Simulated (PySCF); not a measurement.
**Electron correlation in Cr⁺ (chromium, charge +1)**

[Ar] 3d4 4p1, one real determinant (an excited configuration). Calculation: PySCF 2.14, in x2c-TZVPPall; the spin-free X2C one-electron Hamiltonian (Gaussian nucleus). Frozen: [Ar]; 5 electrons correlated.

```json
{"level": "CCSD", "correlation energy (mhartree)": "-53.86"}
{"level": "(T)", "correlation energy (mhartree)": "-0.78"}
{"level": "CCSD(T)", "correlation energy (mhartree)": "-54.64"}
```

Diagnostics: T1 = 0.0092, D1 = 0.0213, largest double amplitude 0.041.

The real determinant used has ⟨L²⟩ near 8 against 12 for a pure F term, so it mixes terms.

Cost of the coupled-cluster step: roughly 3 core-seconds, for 5 correlated electrons.

The basis was made for the ground configuration and has no added diffuse functions, which can raise the energy of the promoted electron.

The reference is one real determinant that mixes LS terms of this configuration.
